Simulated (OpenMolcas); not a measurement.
**Computed transition rates of W I**

| Item | Value |
| --- | --- |
| Program | OpenMolcas |
| Method | MS-CASPT2, IPEA 0.25 Eh, imaginary shift 0.1 Eh (closed shells correlated: 5s 5p) |
| Basis | ANO-RCC-VTZP [8s7p5d3f2g1h] |
| Scalar Hamiltonian | DKH2, point nucleus |
| Active space | 6 electrons in 6 orbitals (5d 6s) |
| State averaging | 2S+1 = 7 even, 1 root; 2S+1 = 5 even, 23 roots; 2S+1 = 3 even, 55 roots (35 in the spin-orbit step); 2S+1 = 1 even, 30 roots |
| Spin-orbit coupling | RASSI with atomic mean-field integrals over the reference wave functions, term energies averaged over their components |

Rates come from the transition moments of the reference wave functions (E1 and E2 in the length form). At fixed line strength A goes as λ^-3 for E1 and M1 and as λ^-5 for E2, so a rate at the computed wavelength can be rescaled to the measured one. Measured vacuum wavelengths follow from level energies in NIST Handbook of Basic Atomic Spectroscopic Data. Branching counts decays inside the model space alone, at computed energies, and the table is only a selection of the M1 lines, drawn from those between levels with measured partners whose computed energy lies within a factor of 1.5 of the measured one.

```tsv
Upper	Lower	Type	λ computed (nm)	λ measured (nm)	A computed (s-1)	A rescaled (s-1)	Branching %
5d4 6s2 5D1	5d4 6s2 5D0	M1	7876	5987	9.78e-02	2.23e-01	100.0
5d4 6s2 5D4	5d4 6s2 5D3	M1	7102	7198	7.19e-02	6.91e-02	97.7
5d4 6s2 5D3	5d4 6s2 5D2	M1	6730	6647	1.46e-01	1.52e-01	99.1
5d4 6s2 5D2	5d4 6s2 5D1	M1	6490	6041	1.94e-01	2.41e-01	99.9
5d4 6s2 3P0 [62 %]	5d4 6s2 5D1	M1	1059	1318	8.98e+00		100.0
5d4 6s2 3P1	5d4 6s2 5D2	M1	843.3	1002	6.26e+00		86.8
```

Spin-changing lines and M1 lines between different terms are not rescaled, since their strength hangs on the term gaps too.

The largest correction is for 5d4 6s2 5D1 → 5d4 6s2 5D0 (M1): 9.78e-02 × (7876 / 5987)^3 = 2.23e-01 s-1, a factor of 2.28.

No measured rate stands beside these. Rescaling mends the energy factor alone: line strengths can still be far off where a level mixes with configurations outside the active space, and weak or spin-changing lines hang on small mixing coefficients that depend on the term gaps too, so rescaling need not improve them.

CASPT2 breaks the degeneracy within a term, and the mean is taken; among the terms shown or strongly mixed into the levels shown the widest spread is 170 cm-1 (5d4 6s2 5D). Some high roots are left out of the spin-orbit mixing, which shifts the levels that they would mix with. Configurations are named by rounded mean occupations; where the s occupation lies near a half they are strongly mixed, a name can repeat and a true partner stay unpaired. The lowest spin-free term belongs to 5d5 6s, not to the configuration of the lowest level. Some terms miss by over 15 % even with CASPT2, which points to a basis or an active space too small for the shells correlated. Computed and measured levels are paired by configuration, term and J; levels that our copy of the source lacks, or whose pairing is in doubt (as where it misses far off the trend of its configuration), stay unpaired. Levels of configurations outside the active space are missing.

A share in square brackets marks a mixed level and gives the weight of the term that names it.
